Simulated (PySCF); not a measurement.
**Two probes of the same atoms: core binding energy and nuclear shielding**

Species: C₆H₁₁N₂P.
Z-matrix (Å and degrees, PBE0-D3(BJ)/def2-SVP geometry), rows numbered from 1:
```
C 
C   1  1.5345
C   2  1.5350  1  109.34
C   2  1.5283  1  109.60  3   120.12
C   2  1.5167  1  108.95  3  -118.93
N   5  1.3168  2  120.14  1  -121.65
N   6  1.3262  5  109.68  2  -179.88
C   7  1.3446  6  117.91  5     0.02
P   8  1.7261  7  111.45  6    -0.08
H   1  1.1007  2  110.96  3  -179.82
H   1  1.1016  2  110.40  3   -59.84
H   1  1.1014  2  111.32  3    60.05
H   3  1.1007  2  110.93  1  -179.64
H   3  1.1017  2  110.38  1    60.39
H   3  1.1013  2  111.34  1   -59.53
H   4  1.0992  2  111.16  1   179.92
H   4  1.0993  2  111.18  1    60.39
H   4  1.1011  2  109.86  1   -59.83
H   7  1.0141  6  117.16  5  -179.98
H   8  1.0906  7  118.78  6   180.00
```

Binding energies: delta-SCF UKS SCAN, pcX-2 on the ionised atom, pcseg-1 elsewhere, spin-free X2C in PySCF 2.14.0. Shieldings: GIAO B97-2/pcSseg-1, non-relativistic, same geometry.

| atom | C 1s (eV) |
| --- | --- |
| C1 | 290.19 |
| C2 | 290.62 |
| C5 | 290.57 |
| C8 | 291.09 |

Q: What are the absolute isotropic shieldings of these atoms?

A: 
| atom | environment | C 1s (eV) | isotropic shielding (ppm) |
| --- | --- | --- | --- |
| C1 | methyl carbon | 290.19 | 147.1 |
| C5 | substituted aromatic carbon | 290.57 | -11.2 |
| C2 | benzylic-type carbon | 290.62 | 146.6 |
| C8 | aromatic CH next to a ring nitrogen | 291.09 | 24.6 |

Q: Among the listed atoms, is the one with the highest binding energy also the least shielded?

A: No. The highest binding energy is at C8 (291.09 eV, shielding 24.6 ppm), the lowest shielding at C5 (-11.2 ppm, 290.57 eV).

By binding energy: C1 < C5 < C2 < C8. By shielding: C5 < C8 < C2 ≈ C1.

Of atoms equivalent by bonding only the ionised one is listed; its partners' own values can differ in this conformer. Geometry: PBE0-D3(BJ)/def2-SVP; no solvent, vibrations or thermal averaging.
